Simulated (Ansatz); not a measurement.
`[InH2][BH][TeH]` + `F[SiH3]` → `F[SiH2][InH2]` + `B[TeH]`  (formal exchange of groups at the In–B bond)

Isolated molecules relaxed with PBE0-D4/def2-TZVP in Ansatz; ΔE leaves out vibrations. CCSD(T)/CBS adds triple-zeta CCSD(T) − MP2 to the extrapolated MP2 energy (def2 sets, frozen cores). This one scheme is used for every species. Functionals use def2-TZVPP. Elements past krypton have def2 core potentials. For In, Te outer-core shells are correlated without core-valence functions, which leaves a few kJ/mol of doubt a bond.

`[InH2][BH][TeH]`:

```xyz
7

In   -1.027    0.916    0.004
B    -0.005   -1.037    0.338
Te    2.009   -1.416   -0.130
H    -1.819    1.296   -1.487
H    -1.035    2.165    1.202
H    -0.522   -2.009    0.806
H     2.399    0.085   -0.733
```

`F[SiH3]`:

```xyz
5

F    -0.920    0.736    1.022
Si    0.024   -0.019   -0.026
H    -0.547    0.162   -1.382
H     0.065   -1.456    0.334
H     1.378    0.577    0.052
```

`F[SiH2][InH2]`:

Cartesian coordinates in Å:
```
F 0.353 1.174 -1.903
Si 0.861 0.402 -0.583
In -1.118 -0.539 0.783
H 1.787 -0.673 -1.038
H 1.669 1.376 0.205
H -2.760 -0.332 0.295
H -0.792 -1.408 2.242
```

`B[TeH]`:

```xyz
5

B    -0.409    0.573   -0.169
Te    0.305   -0.910    1.132
H    -0.014    0.636   -1.289
H    -1.215    1.326    0.281
H     1.333   -1.625    0.045
```

CCSD(T)/CBS gives -5.9 kJ/mol.

Task: Another level gave -17.3 kJ/mol. Which?
A. CCSD(T)/def2-TZVPP
B. PBE-QIDH/def2-TZVPP
C. BLYP-D4/def2-TZVPP
D. MP2/def2-TZVPP

Result: C. BLYP-D4 -17.3, MP2/def2-TZVPP -1.7, CCSD(T)/def2-TZVPP -5.9, PBE-QIDH -10.7 kJ/mol.

Largest T1 diagnostic among the species: 0.016.

In def2-TZVPP, CCSD(T) changes the Hartree–Fock value by +11.1 kJ/mol (the triples alone add +2.2 kJ/mol) and MP2 by +15.3 kJ/mol. Leaving LDA and LC-ωPBE aside and taking each functional with its dispersion term where it has one, the values, not all of them listed here, spread over 6.9 kJ/mol, from PBE-D4 to PBE-QIDH. At CCSD(T), def2-SVP lies −3.5 kJ/mol from the extrapolated value and def2-TZVPP −0.1 kJ/mol.
